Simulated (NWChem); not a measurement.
# Si₂H₅SCl; SMILES [SiH3]S[SiH2]Cl

```xyz
9

Si    -0.8938     1.8390     0.0953
S      0.9770     0.9980    -0.6324
Si     0.8878    -0.8789     0.4062
Cl    -0.8806    -1.9030    -0.0127
H     -2.0611     1.3594    -0.7157
H     -1.0909     1.4671     1.5389
H     -0.7514     3.3257    -0.0461
H      0.9270    -0.6849     1.8923
H      2.0535    -1.6825    -0.0801
```
Atoms are numbered in this order, from 1.

Level: PBE-D3(BJ)/def2-SVP (NWChem), optimised geometry, unscaled harmonic frequencies. 

Task: List the harmonic frequencies with IR intensities, and the thermochemistry.

Result: 
```
frequency (cm⁻¹)  IR intensity (km/mol)
----------------  ---------------------
51                                  1.7
101                                 0.5
120                                 0.7
197                                 2.7
463                                 4.3
494                                66.6
541                                31.3
547                                85.6
600                                13.1
620                                19.9
687                                 5.3
819                               255.2
885                               139.2
898                               170.2
905                                23.9
912                                67.3
2164                               42.9
2181                               63.9
2187                               91.8
2195                               78.6
2204                               85.5
```

- zero-point energy = 28.3 kcal/mol
- thermal correction to the enthalpy at 298.15 K (with zero-point energy) = 33.4 kcal/mol
- heat capacity Cv = 24.1 cal/(mol K)
- entropy at 298.15 K and 1 atm (symmetry number 1) = 86.5 cal/(mol K)
- dipole moment = 0.93 D

Rigid rotor and harmonic oscillator; modes under 100 cm⁻¹ make the entropy uncertain.
